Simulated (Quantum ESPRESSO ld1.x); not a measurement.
Task: The cerium ion Ce47+, configuration [He] 2p6 3s1 3p2 (not the ground configuration). Method: scalar-relativistic Kohn-Sham, LDA (Slater exchange, Perdew-Wang correlation), spin-polarised, spherical densities, point nucleus; open shells are filled with parallel spins first; computed with ld1.x of Quantum ESPRESSO 7.5. Some entries of the table are withheld. Estimate them.

| orbital | occ. | eigenvalue (Ry) | <1/r> (bohr^-1) |
|---|---|---|---|
| 1s up | 1 | (1) | (2) |
| 1s down | 1 | (3) | (4) |
| 2p up | 3 | -671.545 | 14.16 |
| 2p down | 3 | -670.697 | 14.17 |
| 3s up | 1 | -293.987 | 6.208 |
| 3s down | 0 | -290.722 | 6.203 |
| 3p up | 2 | (5) | 5.948 |
| 3p down | 0 | (6) | 5.952 |

Result: 
(1) 1s up eigenvalue (Ry): -3224.71
(2) 1s up <1/r> (bohr^-1): 63.37
(3) 1s down eigenvalue (Ry): -3223.95
(4) 1s down <1/r> (bohr^-1): 63.37
(5) 3p up eigenvalue (Ry): -280.248
(6) 3p down eigenvalue (Ry): -277.047
